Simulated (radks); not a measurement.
Values are calculated unless marked as measured or tabulated.
Neutral silicon inside a hard spherical wall (all orbitals vanish at R), configuration held at [Ne] 3s2 3p2 and not refilled when levels cross. Code: a radial shooting solver on a logarithmic mesh with Libxc functionals. Model: non-relativistic Kohn-Sham, LDA (Slater exchange, Perdew-Wang correlation), spin-unpolarised, spherical densities, point nucleus. Eigenvalues in eV, with the zero of energy where the potential of the charges vanishes at infinity; a dash marks a level that is unbound or too diffuse for the functional's potential to be trusted. A positive occupied level is held by the wall or, in an anion where self-interaction has pushed it up, behind a barrier. The pressure on the wall is -dE/dV.

| R (bohr) | E (hartree) | kinetic (hartree) | e(2s) | e(2p) | e(3s) | e(3p) | e(4s, empty) | e(4p, empty) | pressure (GPa) |
|---|---|---|---|---|---|---|---|---|---|
| free | -288.19374 | 287.486 | -138.09 | -95.640 | -10.833 | -4.172 | -0.374 | - | 0 |
| 15 | -288.19373 | 287.486 | -138.09 | -95.640 | -10.833 | -4.172 | -0.276 | 0.686 | < 0.0001 |
| 6 | -288.16459 | 287.658 | -136.76 | -94.305 | -9.925 | -3.102 | 6.506 | 10.614 | 2.22 |
| 4 | -287.84555 | 288.970 | -130.69 | -88.185 | -5.367 | 2.628 | 28.947 | 35.886 | 67.6 |
| 3.5 | -287.50754 | 290.114 | -126.74 | -84.195 | -1.687 | 7.118 | 44.762 | 52.495 | 182 |
| 2.5 | -285.16196 | 296.648 | -111.25 | -68.460 | 19.634 | 31.382 | 123.17 | 130.38 | 1830 |
| 2 | -281.02269 | 306.792 | -95.508 | -52.175 | 53.885 | 67.220 | 229.37 | 230.50 | 7770 |
